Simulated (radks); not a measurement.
The numbers below are computed, except where a source is named.
Problem. Excited configurations of the gallium ion Ga3+: one electron is placed in a higher orbital outside [Ar] 3d9. The ground configuration is [Ar] 3d10. Code: a radial shooting solver on a logarithmic mesh with Libxc functionals. Model: scalar-relativistic Kohn-Sham, PBE, spin-polarised, spherical densities, finite nucleus; open shells are filled with parallel spins first; Fermi nuclear charge, rms radius 3.9973 fm. Excitation = E - E(ground); binding = E(ion) - E, where the ion is the core of charge +4; n* = 4/sqrt(2 binding) in atomic units, and the quantum defect is n - n*.

outer orbital  excitation (eV)  binding (eV)     n*  quantum defect  eigenvalue (eV)  <r> (bohr)
4p                      27.908        35.646  2.471           1.529          -30.984       2.170
5p                      45.317        18.236  3.455           1.545          -16.239       4.397
5d                      50.337        13.217  4.058           0.942          -11.643       5.634
6d                      54.875         8.678  5.008           0.992           -7.760       8.964
6f                      56.978         6.576  5.754           0.246           -5.846       11.26
7f                      58.683         4.870  6.686           0.314           -4.377       15.80

Estimate the row for 7s.

Solution. excitation (eV) 55.179; binding (eV) 8.375; n* 5.098; quantum defect 1.902; eigenvalue (eV) -7.561; <r> (bohr) 10.04. The Delta-SCF ionisation energy is 63.554 eV (NIST Atomic Spectra Database: 63.24 eV, measured). Self-interaction in the functional shifts the binding energies and quantum defects, so they are the method's values and not measured ones. Open shells are spherical and high-spin; term and fine-structure splittings are not resolved.
